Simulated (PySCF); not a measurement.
Two species compared at the same levels of theory.

First species: C4H11FN2Si.
Z-matrix (Å and degrees, GFN2-xTB geometry), rows numbered from 1:
```
C 
Si  1  1.8904
N   2  1.7257  1  110.66
C   3  1.4428  2  110.57  1  -143.41
C   4  1.5330  3  106.38  2    34.40
C   5  1.5274  4  110.99  3  -153.47
F   6  1.3750  5  110.26  4  -169.70
N   5  1.4418  4  106.37  3   -32.80
H   1  1.0841  2  110.66  3   -71.72
H   1  1.0842  2  110.04  3   169.85
H   1  1.0851  2  112.66  3    49.23
H   2  1.4748  1  110.78  3   130.38
H   3  1.0062  2  123.44  1    77.38
H   4  1.1003  3  111.86  2   -84.51
H   4  1.0942  3  110.53  2   154.81
H   5  1.1009  4  109.74  3    87.39
H   6  1.0940  5  110.72  4    72.29
H   6  1.0946  5  111.43  4   -51.43
H   8  1.0045  2  126.72  1   -36.46
```

Second species: C₉H₁₄O.
SMILES: `CCO/C=C\[C@@H]1CC12CC2`

Levels: PBE0/pcSseg-1 for HOMO energy, LUMO energy and HOMO–LUMO gap. Geometries: GFN2-xTB. All species are isolated and taken at one optimised geometry, non-relativistic unless stated; the electronic structure was computed with PySCF and density fitting.

The conformers computed, where there is a choice (atom-mapped SMILES and torsion angles):
- `[CH3:1][CH2:2][O:3]/[CH:4]=[CH:5]\[C@@H:6]1[CH2:7][C:8]12[CH2:9][CH2:10]2`: C1–C2–O3–C4 168°, C2–O3–C4–C5 9°, C4–C5–C6–C7 -133°

The conformers of `C[Si@@H]1NC[C@@H](CF)N1` aren't listed.

Values for the first species:

| Property | Result |
| --- | --- |
| HOMO energy | -6.51 eV |
| LUMO energy | 1.23 eV |
| HOMO–LUMO gap | 7.74 eV |

Problem. Estimate the same properties for the second species, and the change in each.

Solution. 
| property | first | second | second less first |
| --- | --- | --- | --- |
| HOMO energy | -6.51 eV | -6.02 eV | +0.49 eV |
| LUMO energy | 1.23 eV | 1.00 eV | -0.23 eV |
| HOMO–LUMO gap | 7.74 eV | 7.02 eV | -0.72 eV |

